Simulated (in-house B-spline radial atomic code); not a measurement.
Values are calculated unless marked as measured or tabulated.
Cr in an electron gas of r_s = 1.65: phase shifts, screening and friction

A nucleus sits in a uniform electron gas with a rigid positive background. The Kohn-Sham equations are solved self-consistently in the spin-unpolarised LDA (PW92), non-relativistic, on B-splines with outgoing waves at the boundary and partial waves to l = 8. The model has no lattice, no bands and no magnetic solution. Atomic units; δ_l are the phase shifts at the Fermi level, counted so that each bound state adds π, and good to about 0.0005.

The density parameter is r_s = 1.65 bohr.

```csv
l,δ_l (rad)
0,8.4937
1,6.0282
2,2.0966
3,0.0617
4,0.0155
5,0.0036
6,0.0007
7,-0.0001
8,-0.0002
```

Bound levels below the band bottom (hartree): s -213, s -23.24, p -19.65, s -1.887, p -0.9094.

Question: Check the Friedel sum rule, and say where the screening charge sits.

Answer: k_F = (9π/4)^(1/3)/r_s = 1.16313. The rule is Z = (2/π) Σ (2l + 1) δ_l. The terms are s 5.407, p 11.513, d 6.674, f 0.275 and 0.117 beyond, in all 23.986 against Z = 24. Bound states hold 6 s, 12 p, 0 d electrons, so the scattering states carry 5.99 in all; where a term is smaller than its bound count, the bound level has drawn weight out of the band.

Question: Find the transport cross section and the electronic stopping of a 5 keV Cr ion (mass 52.0 u).

Answer: σ_tr = (4π/k_F²) Σ (l + 1) sin²(δ_l − δ_(l+1)). The terms for l = 0 to 3 are 0.3916, 1.0092, 2.3989, 0.0085, all together 3.8090, so σ_tr = 9.289 × 3.8090 = 35.381 bohr². With n = 3/(4π r_s³) = 0.05314, the friction coefficient is Q = n k_F σ_tr = 2.1870. For v well below v_F = 1.163, dE/dx = Q v; with 24801 eV per u at v = 1, v = √(5000/(24801 × 52.0)) = 0.0623, so dE/dx = 0.13618 hartree/bohr = 70 eV/nm. The largest term couples the d and f waves.
